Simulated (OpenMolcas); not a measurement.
# Pb: thermal populations, worked from levels

```
Program             : OpenMolcas 26.06
Basis               : ANO-RCC-VQZP [9s8p6d4f3g]
Scalar Hamiltonian  : DKH2, point nucleus
Active space        : 2 electrons in 9 orbitals (RAS2 6p; RAS3 6d 7s, at most 1 electron)
State averaging     : 2S+1 = 3 even, 3 roots; 2S+1 = 1 even, 6 roots; 2S+1 = 3 odd, 18 roots; 2S+1 = 1 odd, 8 roots
Spin-orbit coupling : RASSI with atomic mean-field integrals over the reference wave functions, term energies averaged over their components
```

Methods: RASSCF; MS-RASPT2, IPEA 0.25 Eh, imaginary shift 0.1 Eh (closed shells correlated: 5d 6s). Measured levels: NIST Handbook of Basic Atomic Spectroscopic Data.

**Thermal populations.** Z = Σ (2J + 1) exp(-E/kT) with k = 0.695035 cm-1/K, over the levels below. No other level of either list lies under 34900 cm-1, which is above 7 kT at each temperature.

```
             Level  2J + 1  MS-RASPT2  measured
       6s² 6p² ³P₀       1        0.0       0.0
       6s² 6p² ³P₁       3       6400      7819
6s² 6p² ³P₂ [62 %]       5       9380     10650
6s² 6p² ¹D₂ [62 %]       5      18690     21458
       6s² 6p² ¹S₀       1      29100     29467
```

| T (K) | Z, MS-RASPT2 | Z, measured levels | Ground level (%), MS-RASPT2 | Ground level (%), measured levels |
| --- | --- | --- | --- | --- |
| 3000 | 1.196 | 1.101 | 83.6 | 90.8 |
| 5000 | 1.835 | 1.560 | 54.5 | 64.1 |

At 5000 K, kT = 3475 cm-1, and the computed levels give Z = 1.000 + 0.476 + 0.336 + 0.023 + 0.000 = 1.835.

CASPT2 does not keep the components of a term degenerate, so their means are used; among the terms shown or strongly mixed into the levels shown the widest spread is 85 cm-1 (6s² 6p² ¹D, MS-RASPT2). Spin-orbit splittings of 6p shells tend to come out small when the coupling is added on scalar orbitals. With the s shell closed, the reference lacks s² → p² mixing. Some terms miss by over 15 % even with CASPT2, which points to a basis or an active space too small for the shells correlated (holds for MS-RASPT2). Computed and measured levels are paired by configuration, term and J; levels that our copy of the source lacks, or whose pairing is in doubt (as where it misses far off the trend of its configuration), stay unpaired and out of the deviations. Where the source uses jj or jK labels, the order within each J decides. Levels of configurations outside the active space are missing.

A share in square brackets marks a mixed level and gives the weight of the term that names it, the lowest over the columns.
